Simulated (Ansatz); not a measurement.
Reaction (hydrogenolysis of a Ge–Cl bond): `[SiH3][O][GeH2][Cl]` + H₂ → `[SiH3][O][GeH3]` + HCl

Program: Ansatz. Geometries: PBE0-D4/def2-TZVP. ΔE: electronic, gas phase. CBS: MP2 limit from def2 TZ/QZ plus the TZ coupled-cluster correction, frozen cores. This one scheme is used for every species. DFT in def2-TZVPP. B3LYP here is the variant with VWN-RPA as its local correlation; programs differ in this. For Ge outer-core shells are correlated without core-valence functions, which leaves a few kJ/mol of doubt a bond. Scalar relativity is left out up to krypton. Each species was taken in one conformer, which may not be the lowest.

`[SiH3][O][GeH2][Cl]`:

Z-matrix (Å, degrees):
```
Si
O 1 1.643
H 1 1.485 2 110.9
H 1 1.489 2 110.6 3 120.9
H 1 1.483 2 107.3 3 -119.7
Ge 2 1.757 1 134.7 3 -78.7
Cl 6 2.151 2 107.9 1 40.3
H 6 1.528 2 107.2 1 157.1
H 6 1.532 2 109.6 1 -76.2
```

H₂:

Cartesian coordinates in Å:
```
H -0.175 -0.162 0.287
H 0.175 0.162 -0.287
```

`[SiH3][O][GeH3]`:

Z-matrix (Å, degrees):
```
Si
O 1 1.633
H 1 1.484 2 108.2
H 1 1.490 2 111.0 3 120.0
H 1 1.490 2 111.0 3 -120.0
Ge 2 1.776 1 134.7 3 179.5
H 6 1.532 2 105.5 1 -179.4
H 6 1.538 2 108.4 1 60.7
H 6 1.538 2 108.4 1 -59.6
```

HCl:

```xyz
2

Cl   -0.279    0.380    0.433
H     0.279   -0.380   -0.433
```

```tsv
level	ΔE (kJ/mol)	difference from CCSD(T)/CBS
LDA (SPW92)	57.9	-6.3
B3LYP-D4	66.1	1.9
CAM-B3LYP-D4	60.8	-3.4
revPBE	59.8	-4.4
PBE0	59.9	-4.3
CCSD/def2-SVP	51.9	-12.3
MP2/def2-TZVPP	70.0	5.8
HF/def2-QZVPP	56.2	-8.0
MP2/def2-QZVPP	71.4	7.2
MP2/CBS(def2)	72.6	8.4
CCSD(T)/CBS	64.2	0
```

Largest T1 diagnostic among the species: 0.012.

Leaving LDA and LC-ωPBE aside and taking each functional with its dispersion term where it has one, the values, not all of them listed here, spread over 8.8 kJ/mol, from CAM-B3LYP-D4 to r2SCAN-D4. In def2-TZVPP, CCSD(T) changes the Hartree–Fock value by +4.9 kJ/mol (the triples alone add +3.5 kJ/mol) and MP2 by +13.3 kJ/mol.

CCSD(T)/CBS has its own doubt, a few kJ/mol and more with outer-core shells, so smaller differences from it don't rank the levels.
